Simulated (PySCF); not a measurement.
Radial density of Ru³⁷⁺ (ruthenium, charge +37)

B2PLYP, [He] 2s2 2p3, high-spin 4S determinant. Calculation: PySCF 2.14, in an even-tempered Gaussian basis (17 s from 15 bohr⁻², ratio 2.2; 10 p from 19 bohr⁻², ratio 2.2; 6 d from 75 bohr⁻², ratio 2.4; 5 f from 110 bohr⁻², ratio 2.4; 4 g from 170 bohr⁻², ratio 2.4); the non-relativistic Hamiltonian (point nucleus).

| r (bohr) | 4πr²ρ (e/bohr) | 4πr²(ρα − ρβ) |
| --- | --- | --- |
| 0.000603 | 0.2561 | 0.0000 |
| 0.00101 | 0.6988 | 0.0000 |
| 0.00171 | 1.860 | 0.0000 |
| 0.00287 | 4.750 | 0.0005 |
| 0.00483 | 11.31 | 0.0061 |
| 0.00812 | 23.95 | 0.0476 |
| 0.0137 | 41.62 | 0.3086 |
| 0.0230 | 52.31 | 1.6688 |
| 0.0386 | 41.37 | 6.8585 |
| 0.0650 | 30.86 | 18.1409 |
| 0.109 | 38.56 | 23.1733 |
| 0.184 | 17.91 | 8.7795 |
| 0.309 | 1.009 | 0.4371 |
| 0.520 | 0.002197 | 0.0008 |

A non-relativistic calculation at this Z misses sizeable relativistic shifts. Spin-orbit coupling is strong in this species (close to jj coupling), so the high-spin LS determinant is a model state, not a physical level.
